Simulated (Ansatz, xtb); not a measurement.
**C4H6BNO2: which of two isomers lies lower**

Structure a: `Bc1coc(OC)n1`, a singlet. Structure b: `Bc1ocnc1OC`, a singlet. Both are isolated molecules in the gas phase, relaxed with B3LYP/def2-SVP; the shapes shown needn't be the lowest conformers.

a (Å):

```xyz
14

C    -2.4712   -0.9925    0.5983
C    -1.2565   -0.6617    1.1528
C    -1.1131   -0.5015   -0.9764
C    -1.1866   -0.3955   -3.2974
B    -3.7266   -1.4083    1.3640
N    -2.3325   -0.8739   -0.8034
O    -0.3839   -0.3475    0.1635
O    -0.4480   -0.2424   -2.0843
H    -3.6769   -1.4595    2.5696
H    -4.7491   -1.6804    0.7895
H    -0.8853   -0.6076    2.1730
H    -1.5464   -1.4302   -3.4045
H    -0.4921   -0.1450   -4.1082
H    -2.0546    0.2812   -3.3110
```

b (Å):

```yaml
atoms:
  - { symbol: C, position_ang: [-2.0812, -1.0873, 0.5921] }
  - { symbol: C, position_ang: [0.0356, -1.3213, 0.1141] }
  - { symbol: C, position_ang: [-1.7960, -0.7465, -0.7365] }
  - { symbol: C, position_ang: [-2.2034, -0.0249, -2.9407] }
  - { symbol: B, position_ang: [-3.3256, -1.1147, 1.4335] }
  - { symbol: N, position_ang: [-0.4677, -0.8995, -1.0156] }
  - { symbol: O, position_ang: [-0.8260, -1.4603, 1.1042] }
  - { symbol: O, position_ang: [-2.6761, -0.3278, -1.6295] }
  - { symbol: H, position_ang: [-4.3701, -0.7828, 0.9347] }
  - { symbol: H, position_ang: [-3.2757, -1.4627, 2.5859] }
  - { symbol: H, position_ang: [1.0802, -1.5647, 0.3127] }
  - { symbol: H, position_ang: [-1.7505, -0.9110, -3.4114] }
  - { symbol: H, position_ang: [-1.4538, 0.7808, -2.9136] }
  - { symbol: H, position_ang: [-3.0837, 0.2972, -3.5105] }
```

Question: Estimate E(b) − E(a) at the level CCSD(T)/def2-SVP + ΔMP2/def2-TZVPP.

Answer: Too close to call at this level: CCSD(T)/def2-SVP + ΔMP2/def2-TZVPP gives E(b) − E(a) = −1.59 kcal/mol.

How the difference moves with the method:

| level | geometry | E(b) − E(a) (kcal/mol) | departure from the last row (kcal/mol) | job, with rough time for the two |
| --- | --- | --- | --- | --- |
| GFN2-xTB | GFN2-xTB | −2.62 | −1.03 | optimisation, 0.12 s |
| HF/STO-3G | GFN2-xTB | −2.29 | −0.70 | single point, 0.54 s |
| r2SCAN-D4/def2-SVP | GFN2-xTB | −4.73 | −3.15 | single point, 6.9 s |
| B3LYP/def2-SVP | B3LYP/def2-SVP | −4.05 | −2.46 | optimisation, 63 s |
| HF/def2-SVP | B3LYP/def2-SVP | −0.72 | +0.87 | part of the CCSD(T) run |
| MP2/def2-SVP | B3LYP/def2-SVP | −2.09 | −0.50 | part of the CCSD(T) run |
| CCSD(T)/def2-SVP | B3LYP/def2-SVP | −2.47 | −0.88 | single point |
| CCSD(T)/def2-SVP + ΔMP2/def2-TZVPP | B3LYP/def2-SVP | −1.59 |  | single point, 2.8 min |

As drawn, both hold the same kinds of bond in the same numbers.

The largest departure from CCSD(T)/def2-SVP + ΔMP2/def2-TZVPP is that of r2SCAN-D4/def2-SVP, 3.15 kcal/mol. The last row adds to CCSD(T) the change of the MP2 difference between the two basis sets, here +0.88 kcal/mol.

With thermal terms from frequencies at re-optimised GFN2-xTB minima (ideal gas, soft modes damped towards free rotors, one conformer each, 298.15 K, 1 atm): on the last row, ΔE + ΔZPE = −1.31, ΔH = −1.42, ΔG = −1.17 kcal/mol.

The correlated steps freeze 8 core orbitals. Run with Ansatz 0.2.0, xtb 6.7.1; the last row on 2 threads of Arm Neoverse V2 on a shared host.
